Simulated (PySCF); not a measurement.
Spin-rotation constants: `InChI=1S/C9H12/c1-4-9(3,5-2)8-6-7-8/h1,6H,5,7H2,2-3H3/t9-/m1/s1`

Geometry (Å), atoms numbered from 1 in this order:
```xyz
21

C    -1.685    1.388    1.659
C    -0.931    0.989    0.820
C     0.003    0.503   -0.190
C     0.815    1.698   -0.721
C    -0.764   -0.174   -1.343
C    -1.636   -1.334   -0.876
C     0.929   -0.446    0.466
C     1.504   -1.604    0.585
C     1.929   -0.563    1.580
H    -2.353    1.741    2.387
H     1.524    1.362   -1.476
H     0.149    2.434   -1.167
H     1.363    2.171    0.091
H    -0.037   -0.533   -2.075
H    -1.393    0.578   -1.826
H    -2.176   -1.758   -1.720
H    -2.357   -0.992   -0.137
H    -1.027   -2.114   -0.427
H     1.649   -2.610    0.278
H     1.583   -0.627    2.607
H     2.903   -0.093    1.484
```

The calculation used PySCF 2.14.0, GIAO B97-2/pcSseg-1 magnetisability, rotational g tensor and spin-rotation constants, non-relativistic, gas phase. Geometry: GFN2-xTB.

Question: Give the nuclear spin-rotation constants along the inertial axes (H = +C I·J) beside the isotropic shieldings.

Answer: Rotational constants 1.8457, 1.4567, 1.2373 GHz. A star marks the isotopologue with that one atom substituted, in its own axes.
```
atom  isotope  Caa (kHz)  Cbb (kHz)  Ccc (kHz)  mean (kHz)  σ (ppm)
 H10       1H     -0.159     -0.097     -0.074      -0.110     30.2
 H11       1H     -0.157     -0.103     -0.060      -0.107     30.9
 H12       1H      0.015     -0.164     -0.111      -0.087     30.3
 H13       1H     -0.143      0.000     -0.131      -0.091     29.8
 H14       1H     -0.137     -0.084     -0.068      -0.096     30.0
 H15       1H      0.019     -0.152     -0.115      -0.083     30.1
 H16       1H     -0.138     -0.020     -0.136      -0.098     30.8
 H17       1H     -0.139     -0.097     -0.056      -0.098     30.3
 H18       1H     -0.012     -0.144     -0.105      -0.087     30.4
 H19       1H     -0.160      0.118     -0.136      -0.059     25.3
 H20       1H     -0.189     -0.095     -0.032      -0.105     30.7
 H21       1H     -0.098     -0.110     -0.082      -0.097     30.8
  C1     13C*      0.444      0.324      0.277       0.348    111.0
  C2     13C*      0.539      0.343      0.272       0.385     98.7
  C3     13C*      0.315      0.255      0.202       0.257    150.1
  C4     13C*      0.325      0.237      0.174       0.245    156.7
  C5     13C*      0.318      0.236      0.227       0.260    148.6
  C6     13C*      0.263      0.198      0.158       0.206    172.9
  C7     13C*      0.767      0.515      0.211       0.497     56.8
  C8     13C*      0.435      0.664      0.154       0.418     82.4
  C9     13C*      0.299      0.263      0.043       0.202    178.9
```
For the geometry as given, no vibrational averaging.
